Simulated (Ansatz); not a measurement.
Geometry optimisation, Ansatz, RKS B3LYP/def2-mTZVP.

Input file:

```yaml
crystal:
  periodic: [false, false, false]
  atoms:
    - { symbol: B, position_ang: [0.024591, 0.120817, 0.244588] }
    - { symbol: "N", position_ang: [0.004872, 0.308929, 1.704149] }
    - { symbol: H, position_ang: [-0.861575, 0.284605, 2.222804] }
    - { symbol: H, position_ang: [0.774435, 0.735824, 2.20075] }
    - { symbol: Cl, position_ang: [1.513656, 0.489534, -0.640652] }
    - { symbol: H, position_ang: [-0.940781, -0.234386, -0.331983] }
    - { symbol: Br, position_ang: [0.368768, -3.078404, 0.717161] }
    - { symbol: H, position_ang: [0.441633, -1.90602, 1.664584] }
basis:
  gaussian: { orbitals: def2-mTZVP }
hamiltonian:
  xc: b3lyp
relax:
  f_tol: 0.03
  max_steps: 50
```

Command:

```bash
$ ansatz run input.yaml --threads 4 --pin off --max-ram 5120MiB --backend cpu --events-out ev --progress --plain --runs-dir out
```

Question: Where does it end, and by what steps?

Answer: It converged. After 11 steps the energy has fallen by 0.300 eV; Br7 moved furthest, 1.10 Å.

```json
{"step": "0", "energy less start (eV)": "0.0000", "largest force component (eV/Å)": "2.311", "accepted": "yes"}
{"step": "1", "energy less start (eV)": "-0.1423", "largest force component (eV/Å)": "1.461", "accepted": "yes"}
{"step": "2", "energy less start (eV)": "-0.2148", "largest force component (eV/Å)": "0.956", "accepted": "yes"}
{"step": "3", "energy less start (eV)": "-0.2392", "largest force component (eV/Å)": "0.278", "accepted": "yes"}
{"step": "4", "energy less start (eV)": "-0.2603", "largest force component (eV/Å)": "0.321", "accepted": "yes"}
{"step": "5", "energy less start (eV)": "-0.2708", "largest force component (eV/Å)": "0.208", "accepted": "yes"}
{"step": "6", "energy less start (eV)": "-0.2784", "largest force component (eV/Å)": "0.298", "accepted": "yes"}
{"step": "7", "energy less start (eV)": "-0.2858", "largest force component (eV/Å)": "0.322", "accepted": "yes"}
{"step": "8", "energy less start (eV)": "-0.2885", "largest force component (eV/Å)": "0.257", "accepted": "yes"}
{"step": "9", "energy less start (eV)": "-0.2956", "largest force component (eV/Å)": "0.195", "accepted": "yes"}
{"step": "10", "energy less start (eV)": "-0.2986", "largest force component (eV/Å)": "0.076", "accepted": "yes"}
{"step": "11", "energy less start (eV)": "-0.2997", "largest force component (eV/Å)": "0.028", "accepted": "yes"}
```

```xyz
8
Properties=species:S:1:pos:R:3
B -0.016 0.494 0.156
N 0.033 0.159 1.509
H -0.805 -0.048 2.036
H 0.846 0.320 2.089
Cl 1.459 1.050 -0.671
H -1.018 0.388 -0.464
Br 0.426 -3.530 1.714
H 0.400 -2.113 1.413
```

Whether the end is a true minimum wasn't checked by a vibrational analysis.

The run took 21 s on 4 threads of Arm Neoverse V1, on a shared host, peak memory 0.25 GiB.
